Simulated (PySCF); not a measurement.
Strontium: a sound run and one with changed settings

Sound run: Sr [Kr] 5s2, Sr⁺ [Kr] 5s1. All numbers are calculated (PySCF 2.14, the spin-free X2C one-electron Hamiltonian (Gaussian nucleus), in x2c-TZVPall (8s6p6d1f, 63 functions)). The sound run starts from symmetry-adapted Hartree-Fock orbitals and uses a fine grid where one is needed.

Changed run: 6 angular points. This setting is unsound on purpose.

| species | method | sound run (hartree) | changed run (hartree) | converged |
| --- | --- | --- | --- | --- |
| Sr | UHF | -3177.31954 | -3177.31954 | yes |
| Sr | TPSS | -3179.11486 | -3183.14141 | yes |
| Sr | M06-2X | -3179.44550 | -3179.98411 | yes |
| Sr⁺ | UHF | -3177.14513 | -3177.14513 | yes |
| Sr⁺ | TPSS | -3178.90932 | -3182.91247 | yes |
| Sr⁺ | M06-2X | -3179.22804 | -3179.75896 | yes |

Ionisation energy of Sr:

```tsv
method	sound run (eV)	changed run (eV)
UHF	4.746	4.746
M06-2X	5.917	6.127
```

A coarse angular grid integrates products of high-l functions wrongly, so density functionals can shift, and the SCF can exploit the error; Hartree-Fock and MP2 need no grid.

For comparison, NIST gives 5.695 eV between the lowest levels.
